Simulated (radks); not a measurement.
Problem. These are the eigenvalues of the occupied orbitals of an atom or ion with whole-number occupations (eV). Method: scalar-relativistic Kohn-Sham, exchange-only LDA, spin-unpolarised, spherical densities, point nucleus; computed with a radial shooting solver on a logarithmic mesh with Libxc functionals.

1s: -80784.93
2s: -14305.27
2p: -12378.69
3s: -3422.646
3p: -2863.991
3d: -2266.640
4s: -789.9447
4p: -606.7116
4d: -386.7926
5s: -167.6934
4f: -142.3429
5p: -117.6204
5d: -59.9569
5f: -19.9390

Which element is it, and in what charge state? The configuration may be excited.

Solution. Z = 79, gold, charge +4: Au4+ in [Kr] 4d10 4f14 5s2 5p5 5d7 5f1. The list shows which subshells hold electrons but not how many an open one holds; the 1s level, -2968.8 hartree, gives Z - s = 77.1 by -(Z - s)^2/2, which with screening and relativity narrows Z to a few neighbours, and the depths of the outer levels then fix element, charge and occupations together.
